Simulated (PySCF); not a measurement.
Compound: C2H6Cl3Si2 (doublet state).
Atom-mapped SMILES: `[SiH3:1][CH:2][Si@H:3]([Cl:4])[CH:5]([Cl:6])[Cl:7]` (hydrogens: H8, H9, H10 on Si1; H11 on C2; H12 on Si3; H13 on C5)

Geometry (GFN2-xTB, Å), atoms numbered from 1 in this order:
```xyz
13
C2H6Cl3Si2 angstrom
Si     1.9338    0.3896    0.8030
C      0.8555    0.6158   -0.7134
Si    -0.6459   -0.3434   -1.1948
Cl    -1.7577    0.6003   -2.5839
C     -1.7970   -0.5264    0.3592
Cl    -0.9918   -1.5167    1.5889
Cl    -2.2023    1.0605    1.0503
H      3.1870    1.1103    0.5647
H      2.1884   -1.0359    1.0095
H      1.2458    0.9617    1.9636
H      1.1338    1.4228   -1.3778
H     -0.4089   -1.7201   -1.6280
H     -2.7450   -1.0180    0.1409
```

The hyperfine couplings belong to this conformer and change with its torsions.

Theory: UKS B3LYP, pcH-1 on C Cl H Si, non-relativistic, mean-field spin-orbit, GIAO in PySCF. One conformer (not necessarily the lowest) at the GFN2-xTB geometry, without solvent, vibrations or thermal averaging. The geometry wasn't refined by DFT: couplings that depend on bond lengths, twists or pyramidal angles can differ widely from those at the functional's own minimum. Stability of the SCF solution: not tested.

Mulliken spin populations: Si1 -0.054, C2 +0.995, Si3 -0.014, Cl4 0.000, C5 +0.016, Cl6 +0.001, Cl7 +0.001, H8 +0.004, H9 +0.020, H10 +0.044, H11 -0.040, H12 +0.025, H13 +0.001.

(1) What dipolar couplings does the calculation give for H8, H9, H10, H12, H13?

(2) Estimate them with point dipoles: put each population ρk at its nucleus, leave out the nucleus itself and the atom bound to it, and sum T = Σ [ρk/(2S)]·C·(3 n nᵀ − 1)/r³ with C = μ0 gₑ μB g_N μN/(4π h) = 79.06 MHz Å³.

(3) If all the spin sat on C2, T∥ = 2C/r³. What distance does the computed T3 of H12 then imply?

Results:

(1) 
```
atom            position  distance from C2 (Å)  T1 (MHz)     T2    T3
  H8  β, 2 bonds from C2                  2.70     -3.01  -2.64  5.64
  H9  β, 2 bonds from C2                  2.73     -3.04  -2.20  5.24
 H10  β, 2 bonds from C2                  2.73     -3.45  -1.41  4.86
 H12  β, 2 bonds from C2                  2.81     -3.34  -1.65  4.98
 H13  γ, 3 bonds from C2                  4.05     -1.78  -1.10  2.88
```

(2) 
| atom | T1 (MHz) | T2 | T3 | T3, computed | difference in T3 (%) |
| --- | --- | --- | --- | --- | --- |
| H8 | -4.02 | -3.60 | 7.62 | 5.64 | +35 |
| H9 | -4.00 | -3.46 | 7.46 | 5.24 | +42 |
| H10 | -3.88 | -3.67 | 7.55 | 4.86 | +55 |
| H12 | -3.52 | -3.37 | 6.89 | 4.98 | +38 |
| H13 | -1.18 | -1.07 | 2.25 | 2.88 | -22 |

In T3 the estimate is closest for H13 (-22 %, 4.05 Å from C2) and worst for H10 (+55 %, 2.73 Å).

(3) r = (2 × 79.06/4.98)^(1/3) = 3.17 Å, against 2.81 Å in the structure.

The run took 2.0 min of wall time (grids of density and orbitals included) on one thread of an Arm Neoverse V1 (shared host), and the process peaked at 1.1 GiB of memory.
